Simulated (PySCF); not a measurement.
SMILES [CH3][GaH][F] (CH₄FGa) (B3LYP/def2-SVP optimised geometry):

```
7

Ga    -0.140     0.559     0.000
H     -0.741     2.007     0.000
F      1.630     0.559     0.000
C     -0.967    -1.224     0.001
H     -1.630    -1.338    -0.872
H     -1.582    -1.356     0.906
H     -0.195    -2.007    -0.027
```

Calculation: B3LYP/def2-TZVP in PySCF.

Q: What are the frontier orbital energies and the dipole moment?

A: HOMO-2 -10.18 eV, HOMO-1 -9.89 eV, HOMO -8.21 eV, LUMO -1.43 eV, LUMO+1 -0.15 eV; dipole moment 2.66 D.

On the same geometry PBE/def2-TZVP in PySCF 2.14.0 gives HOMO-2 -8.55 eV, HOMO-1 -8.53 eV, HOMO -7.08 eV, LUMO -1.92 eV, LUMO+1 -0.67 eV; dipole moment 2.54 D.

Meta-Löwdin charges at B3LYP/def2-TZVP: Ga1 0.77, H2 -0.08, F3 -0.52, C4 -0.56, H5 0.13, H6 0.13, H7 0.13.
